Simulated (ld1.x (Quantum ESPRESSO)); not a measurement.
# Building the PAW potential for silicon (PBE, scalar-relativistic).

Si (Z = 14), PAW, made with ld1.x (Quantum ESPRESSO) 7.5 (PBE, scalar-relativistic). Core [Ne], reference 3s2 3p0 (charge +2). Waves: 3s (bound): rcut 1.15, rcutus 1.45 bohr; 3s channel at -0.2 Ry: rcut 1.15, rcutus 1.45 bohr; 3p (bound, empty): rcut 1.45, rcutus 1.90 bohr; 3p channel at -1 Ry: rcut 1.45, rcutus 1.90 bohr. Local part: all-electron potential smoothed inside 1.60 bohr (lloc = -1). Core correction: Bessel-smoothed model core inside 1.15 bohr. Augmentation charge: PSQ, inside the norm-conserving radii.

All-electron outer shells of the reference configuration (PBE, scalar-relativistic, ld1.x):

| shell | level (eV) | outermost node (bohr) | outermost maximum (bohr) |
| --- | --- | --- | --- |
| 3s | -28.54 | 0.71 | 1.69 |
| 3p | -20.50 | 0.71 | 1.91 |

What the tests gave:

| Property | Result |
| --- | --- |
| Cutoffs needed | 15 Ry and 21 Ry (the cutoffs (Ry, on a coarse ladder) from which the occupation-weighted sum of valence levels, in a spherical-Bessel basis at the reference potential, stays within 10 and 1 mRy of its value at 400 Ry) |
| Ghost test | no extra level below or beside the all-electron valence levels (s, p, d, f tested) (spherical-Bessel basis up to 400 Ry, 20 bohr box) |
| Configuration tests | 1 of 7 tests not solved or not reliable; not counted: 3s1 3p0 (solver errors, printed error +6.9 eV) |
| Lowest eigenvalue of the overlap operator | 0.57 (s channel) |
| Density cutoff estimated by the generator | 144 Ry |

Generation and tests took about 2 s on one core of a shared server CPU.
